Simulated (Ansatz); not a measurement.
`[CH3][Al-]([CH3])([CH3])[SH2+]`, relaxed with RKS PBE-D4/def2-SVP in Ansatz 0.2.0 from a rough embedded geometry. The force threshold is 0.03 eV/Å; the program also tests the step.

Total charge 0; spin multiplicity 1.

Start:

```xyz
16

C     1.219    0.770   -1.202
Al   -0.018   -0.112    0.010
C    -1.647   -0.542   -0.988
C    -0.515    1.124    1.452
S     0.870   -1.966    0.824
H     0.852    1.692   -1.628
H     1.505    0.072   -2.065
H     2.189    1.004   -0.687
H    -1.436   -1.285   -1.840
H    -2.412   -1.062   -0.317
H    -2.116    0.361   -1.397
H    -1.207    0.614    2.167
H    -0.840    2.055    1.096
H     0.488    1.337    2.076
H     2.127   -2.139    0.333
H     0.940   -1.923    2.165
```

Problem. How much energy does the relaxation release, and in how many steps? (Best estimate.)

Solution. Computed: 31.46 kcal/mol, in 6 steps, 1 of them rejected.

Problem. Which bonds change most? (An estimate is asked.)

Solution. Computed: Al2–S5 from 2.211 to 2.675 Å; C4–H14 from 1.200 to 1.112 Å; C4–H13 from 1.049 to 1.113 Å; C1–Al2 from 1.944 to 1.989 Å.

Problem. Give the relaxed structure. (Estimate.)

Solution. The calculation gave: 
```xyz
16

C     1.369    0.697   -1.240
Al   -0.212    0.185   -0.148
C    -1.790   -0.585   -1.071
C    -0.475    1.083    1.606
S     0.808   -2.083    0.839
H     1.172    1.650   -1.781
H     1.618   -0.052   -2.023
H     2.286    0.872   -0.636
H    -1.514   -1.305   -1.872
H    -2.485   -1.106   -0.378
H    -2.383    0.218   -1.564
H    -1.173    0.537    2.277
H    -0.918    2.094    1.462
H     0.474    1.242    2.164
H     2.057   -1.900    0.325
H     1.167   -1.547    2.040
```
